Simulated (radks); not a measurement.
Values are calculated unless marked as measured or tabulated.
Question: All-electron atom: Rb II in [Kr] (the NIST ground configuration). Level of theory: scalar-relativistic Kohn-Sham, PBE, spin-polarised, spherical densities, finite nucleus; Fermi nuclear charge, rms radius 4.2036 fm (a radial shooting solver on a logarithmic mesh with Libxc functionals). Some entries of the table are withheld. Estimate them.

| orbital | occ. | eigenvalue (Ry) | r(max) (bohr) | <1/r> (bohr^-1) |
|---|---|---|---|---|
| 1s | 2 | -1105.368 | 0.02629 | 37.87 |
| 2s | 2 | -148.0255 | 0.1496 | 8.432 |
| 2p | 6 | -131.2709 | (1) | 8.240 |
| 3s | 2 | -22.32720 | 0.4509 | 2.808 |
| 3p | 6 | -16.95296 | 0.4465 | 2.654 |
| 3d | 10 | -8.06599 | 0.3932 | 2.390 |
| 4s | 2 | -2.76578 | 1.261 | 0.9203 |
| 4p | 6 | -1.59129 | (2) | 0.7718 |

Answer: 
(1) 2p r(max) (bohr): 0.1196
(2) 4p r(max) (bohr): 1.427
